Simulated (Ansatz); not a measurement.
```yaml
crystal:
  periodic: [false, false, false]
  atoms:
    - {symbol: Cr, position_ang: [-0.002291, 0.001881, 0.258190]}
    - {symbol: O, position_ang: [1.525068, -0.027338, -0.072341]}
    - {symbol: O, position_ang: [-0.738166, 1.332834, -0.102329]}
    - {symbol: O, position_ang: [-0.784601, -1.307377, -0.083520]}
basis:
  gaussian: {orbitals: ANO-RCC-VTZP, fitting: {mean_field: def2-universal-jkfit}}
total_charge: 1
magnetization: {spin_polarized: true, initial_magnetization: 1}
hamiltonian: {xc: {name: RPBE}}
scf: {omitted_lower_state_checks: [starts]}
```

```sh
$ ansatz run in.yaml --threads 2 --pin off --events-out ev --progress --plain --max-ram 4352MiB
```

It prints (some lines left out):

```
Functional definition: RPBE
495 factors; integrals over basis functions are off by at most 3.4e-1 eV
mean field evaluation 1: about -34716.8518 eV, gradient 7.4e1 eV
mean field evaluation 2: about -34355.8968 eV, gradient 3.7e2 eV
mean field evaluation 4: about -34731.0181 eV, gradient 1.6e1 eV
mean field evaluation 8: about -34731.8704 eV, gradient 2.9e-1 eV
mean field evaluation 16: about -34731.8729 eV, gradient 7.4e-4 eV
mean field -34731.87291141 eV, -1276.3727873853 hartree, gradient 2.5e-5 eV, S^2 0.772579; 0 other end points of the search recorded, 0 dependent functions left out
reference -34731.87298709 eV, -1276.3727901665 hartree; 24, 23 occupied and 125, 126 virtual orbitals, 495 factors
Total energy: -34731.87298709 eV, -1276.3727901665 hartree
Relativity: scalar
Checks for a lower state left out: starts
```

Run time 4.4 s (2 threads of Arm Neoverse V2 on a shared host).

DK, ANO-RCC and x2c sets are all-electron and run with scalar relativity unless a key says otherwise.
